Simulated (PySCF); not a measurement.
**Correlation energy of O²⁺ (oxygen, charge +2)**

[He] 2s2 2p2, high-spin 3P determinant. Computed with PySCF 2.14 in aug-cc-pVTZ, with the non-relativistic Hamiltonian (point nucleus). Frozen: 1s2; 4 electrons correlated.

MP2 pair energies summed by pair of shells (mhartree):

```csv
pair,energy,share (%)
2s-2p,-45.66,60.7
2s-2s,-22.03,29.3
2p-2p,-7.59,10.1
```

Total MP2 correlation energy: -75.28 mhartree.

Same-spin part -13.09 and opposite-spin part -62.19 mhartree; SCS-MP2 scales them by 1/3 and 6/5 to -78.99 mhartree.
